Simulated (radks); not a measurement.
The numbers below are computed, except where a source is named.
Spherical quantum dot in the effective-mass picture: electrons in a hard-walled sphere of radius 2.12, with a point charge +1 (a donor) at the centre, all in effective atomic units (hartree* = m*/eps^2 hartree, bohr* = eps/m* bohr), one dielectric constant everywhere. Level of theory: non-relativistic Kohn-Sham, r2SCAN, spin-polarised, spherical densities, generalised Kohn-Sham scheme (a radial shooting solver with Libxc functionals). Levels are named by radial order and angular momentum (1s, 1p, 1d, 2s, ...), and open shells are averaged over m.

N = 3, configuration 1s2 1p(up 1, down 0). This is the lowest configuration that the search found. Occupied and some empty levels:

level    occupation  eigenvalue (hartree*)  <r> (bohr*)
1s up             1                 1.6825       0.9923
1s down           1                 1.8028       0.9756
1p up             1                 3.0388        1.250
1p down           0                 3.1659        1.244
1d up             0                 4.5770        1.372
1d down           0                 4.6833        1.369
2s up             0                 4.8150        1.041
2s down           0                 4.8362        1.046
1f up             0                 6.4145        1.454
1f down           0                 6.4925        1.451

Energy (hartree*): total 3.30240, kinetic 4.5669, external -3.5171, Hartree 3.7417, exchange-correlation -1.4891.

Electron density:

r (bohr*)  n(r) (e/bohr*^3)
0.0458               0.8944
0.205                0.6624
0.365                0.5053
0.524                0.3975
0.683                0.3198
0.843                0.2590
1.00                 0.2065
1.16                 0.1580
1.32                 0.1132
1.48                0.07330
1.64                0.04042
1.80                0.01712
1.96               0.003980
2.12              3.399e-06
